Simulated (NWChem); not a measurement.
Molecule: C$_{2}$H$_{7}$BN$_{2}$; SMILES NB(N)C=C

```xyz
12

B      0.0099     0.5151     0.0609
C      0.6269    -0.9310     0.1977
C      0.0043    -2.0619    -0.1561
H      1.6523    -1.0277     0.5831
H      0.4704    -3.0493    -0.0640
H     -1.0100    -2.0507    -0.5734
N      0.8884     1.6158    -0.1024
H      1.8839     1.4932    -0.2135
H      0.5843     2.5711    -0.2263
N     -1.3964     0.6842     0.0956
H     -1.8649     1.5726    -0.0115
H     -2.0162    -0.0738     0.3397
```
Atoms are numbered in this order, from 1.

Results from NWChem. Pople sets run with spherical d functions. Structure relaxed at the PBE0/def2-SVP level. B3LYP is NWChem's, with the RPA form of VWN correlation. Static field.

```
level              isotropic polarisability (bohr³)  anisotropy (bohr³)
-----------------  --------------------------------  ------------------
PBE/6-31+G*                                    56.9                26.8
B3LYP/6-31+G*                                  54.9                25.6
BHandHLYP/6-31+G*                              52.3                24.7
CAM-B3LYP/6-31+G*                                 …                24.8
```

Q: What belongs in the gaps?

A: 
- CAM-B3LYP/6-31+G*, isotropic polarisability (bohr³): 53.6
